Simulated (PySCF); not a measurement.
# One molecule, many functionals

C₂H₇GeNSi.
Geometry (PBE0-D3(BJ)/def2-SVP, Å), atoms numbered from 1 in this order:
```
atom  x, y, z in Å
N1     0.0555    2.6958   -0.4102
C2     0.0561    1.6232    0.0321
C3     0.0578    0.2711    0.5344
Si4    1.6494   -0.6496    0.0312
Ge5   -1.5807   -0.6840   -0.0674
H6     0.0206    0.2967    1.6375
H7     1.5948   -2.0165    0.6291
H8     2.8431    0.0820    0.5432
H9     1.7061   -0.7516   -1.4551
H10   -1.5495   -2.0906    0.5523
H11   -1.5563   -0.7705   -1.5997
H12   -2.8088    0.0978    0.4184
```

Linear-response calculations in the def2-SVPD basis (PySCF; singlets by full response, triplets Tamm–Dancoff, core orbitals frozen in the response; HF means time-dependent Hartree–Fock). 'Strongest' is the level of largest summed f among the singlets computed (10 roots, of which the last may lack a degenerate partner); it can jump between rows when another state enters that window. S1 is the lowest singlet of each run and needn't be the same state throughout; f(S1) is that of one state. Isolated species at its PBE0-D3(BJ)/def2-SVP geometry, gas phase. The LDA/def2-SVPD calculation is non-relativistic and has no spin–orbit coupling, an omission that weighs most on germanium.

```
functional                               kind  S1 (eV)  f(S1)  strongest (eV)  T1 (eV)  HOMO (eV)  gap (eV)  ionisation energy, ΔSCF (eV)
       LDA                                LDA     6.33  0.008            6.99     5.99      -7.55      6.21                         10.36
       PBE                                GGA     6.38  0.007            6.97     5.88      -7.38      6.29                         10.19
     B3LYP  global hybrid, 20% exact exchange     6.82  0.008            7.48     5.98      -8.35      7.80                         10.44
      PBE0  global hybrid, 25% exact exchange     6.93  0.009            7.72     5.95      -8.58      8.26                         10.46
 BHandHLYP  global hybrid, 50% exact exchange     7.00  0.005            8.31     5.92      -9.66     10.02                         10.51
 CAM-B3LYP             range-separated hybrid     7.04  0.007            8.12     6.06      -9.89     10.39                         10.62
   wB97X-D             range-separated hybrid     7.09  0.006            8.25     6.15     -10.40     11.74                         10.59
   LC-wPBE             range-separated hybrid     7.26  0.005            8.78     6.08     -11.23     12.81                         10.82
        HF                       Hartree–Fock     6.75  0.001            9.36     5.38     -11.36     13.30                   not settled
```

S1 runs from 6.33 eV (LDA) to 7.26 eV (LC-wPBE), a spread of 0.93 eV, while the orbital gap spreads over 7.1 eV. −ε(HOMO) comes closest to its own ΔSCF ionisation energy with wB97X-D (-0.19 eV) and misses most with PBE (-2.81 eV). 'Not settled' means that the ion's SCF failed to converge or may have ended in another state than the lowest.
